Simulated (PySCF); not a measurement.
This PySCF input asks for the NMR shieldings of `[SiH]1(SC)N[SiH2]N1`, CH8N2SSi2; the geometry comes from GFN2-xTB.

```python
import basis_set_exchange as bse
import numpy as np
from pyscf import gto, dft
from pyscf.prop import nmr

atoms = """
C     2.230769    0.223760   -0.101549
S     1.874283    0.135662    1.683268
Si   -0.247877   -0.073180    1.612285
N    -0.818021   -1.242024    0.459837
Si   -1.744531   -0.130205   -0.507930
N    -1.052294    1.054774    0.563394
H     1.889354   -0.689322   -0.577751
H     1.720911    1.082436   -0.525708
H     3.305266    0.328708   -0.207476
H    -0.711376   -0.184004    2.980334
H    -0.782002   -2.243446    0.467344
H    -3.187378   -0.281131   -0.370524
H    -1.257280   -0.020514   -1.878199
H    -1.220500    2.038012    0.660534
"""
names = dict.fromkeys(["C", "S", "Si", "N", "H"], "pcSseg-1")
basis = {el: gto.basis.parse(bse.get_basis(n, elements=[el], fmt="nwchem")) for el, n in names.items()}
mol = gto.M(atom=atoms, basis=basis, charge=0, verbose=0)
mf = dft.RKS(mol, xc="PBE0")
mf.grids.level = 2
mf.grids.alignment = dft.numint.BLKSIZE   # the property module wants whole blocks of grid points
mf.conv_tol = 1e-9
mf.kernel()

calc = nmr.RKS(mf)   # GIAO
C = mf.mo_coeff
Co = C[:, mf.mo_occ > 0]
resp = mf.gen_response(singlet=True, hermi=2)
def vind(x):   # induced exchange potential for any number of trial vectors
    d = np.einsum("pi,xij,qj->xpq", C, 2 * x.reshape(-1, C.shape[1], Co.shape[1]), Co, optimize=True)
    return np.einsum("xpq,pi,qj->xij", resp(d - d.transpose(0, 2, 1)), C, Co, optimize=True).ravel()
mo1, _ = nmr.rhf.solve_mo1(calc, with_cphf=vind)
sigma = calc.kernel(mo1)
for i, s in enumerate(sigma):   # ppm
    w = np.linalg.eigvalsh((s + s.T) / 2)
    print("%2d %-2s iso %8.1f  s11 %8.1f  s22 %8.1f  s33 %8.1f" % (i, mol.atom_pure_symbol(i), w.mean(), *w))
```

**Question.** Give the expected output.

**Answer.** 
```
 0 C  iso    176.4  s11    167.9  s22    168.2  s33    193.2
 1 S  iso    609.2  s11    513.7  s22    578.9  s33    734.9
 2 Si iso    350.4  s11    303.3  s22    369.4  s33    378.4
 3 N  iso    244.3  s11    189.4  s22    250.7  s33    292.8
 4 Si iso    376.4  s11    359.2  s22    372.6  s33    397.3
 5 N  iso    243.9  s11    189.3  s22    250.0  s33    292.3
 6 H  iso     29.2  s11     23.6  s22     28.2  s33     35.7
 7 H  iso     29.2  s11     23.6  s22     28.2  s33     35.8
 8 H  iso     29.8  s11     23.9  s22     27.0  s33     38.4
 9 H  iso     25.8  s11     21.6  s22     23.4  s33     32.2
10 H  iso     31.9  s11     24.3  s22     26.1  s33     45.2
11 H  iso     26.0  s11     22.6  s22     23.3  s33     32.3
12 H  iso     26.1  s11     22.4  s22     24.1  s33     31.9
13 H  iso     31.9  s11     24.3  s22     26.1  s33     45.2
```

These numbers come from an equivalent density-fitted implementation of the same equations, which agrees with the script to about 0.01 ppm for H and up to a few tenths of a ppm for heavy atoms, so last digits may differ.

Size and cost of the density-fitted run: 163 basis functions, 26 s wall time on 1 thread of an Intel Xeon, shared host; peak memory 0.88 GiB.
